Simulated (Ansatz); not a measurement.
CNO (SMILES [N]=C=O) moved off its minimum; all values from Ansatz (a first-principles code), cores frozen in correlated methods. Open shells are unrestricted.
(charge 0, multiplicity 2)
```xyz
3

N      0.00409    -0.03346    -1.24169
C     -0.00560    -0.02279    -0.04652
O     -0.00579    -0.00985     1.10454
```

Forces at HF/def2-TZVPP (eV/Å):

```
atom      Fx      Fy      Fz
----  ------  ------  ------
N1    -0.017  -0.017  -1.045
C2     0.043   0.025   1.074
O3    -0.026  -0.008  -0.029
```

Q: Give the forces (eV/Å), the total energy and the dipole at MP2/aug-cc-pVTZ.

A: 
| atom | Fx | Fy | Fz |
|---|---|---|---|
| N1 | 0.007 | -0.045 | -4.149 |
| C2 | 0.021 | 0.038 | 2.823 |
| O3 | -0.028 | 0.007 | 1.326 |
Energy -167.7195 hartree, dipole 0.40 D.
